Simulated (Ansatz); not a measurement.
Al₂Sb⁺, relaxed as a quintet with UKS r2SCAN-D4/def2-TZVP in Ansatz, starting from the r2SCAN-D4/def2-TZVP geometry of the charge +1 singlet. Force threshold 0.02 eV/Å.

In the def2 sets Sb takes a core potential; there is no spin–orbit coupling. At r2SCAN-D4/def2-TZVP a triplet of charge 1 lies 0.82 eV below the quintet, each at its own geometry. The structure comes from a short search, and lower isomers may exist.

Start:

```csv
atom,x (Å),y (Å),z (Å)
Al1,-1.160,0.486,-0.695
Al2,1.208,-0.047,-0.777
Sb3,-0.048,-0.438,1.472
```

Estimate the energy that the relaxation releases and the steps that it takes.

53.0 kJ/mol, in 5 steps; 18 s on 2 threads of Arm Neoverse V2 on a shared host. No frequencies were taken in this run, so the end may be a saddle point.

Does the start keep its bonding and symmetry?

By distances, no bond broke or formed, bridged metal pairs apart. The bond that changes most is Al1–Sb3, from 2.61 to 2.75 Å (atoms count from 1). Metal–metal contacts that move far: Al1–Al2 2.43 to 2.94 Å. Point group C2v at the start, C2v at the end, both within 0.05 Å.

Predict the relaxed structure.


Cartesian coordinates in Å:
```
Al -1.409 0.544 -0.693
Al 1.458 -0.102 -0.792
Sb -0.049 -0.442 1.485
```
Bond lengths (bridged metal pairs left out): 2 × Al–Sb 2.75 Å.
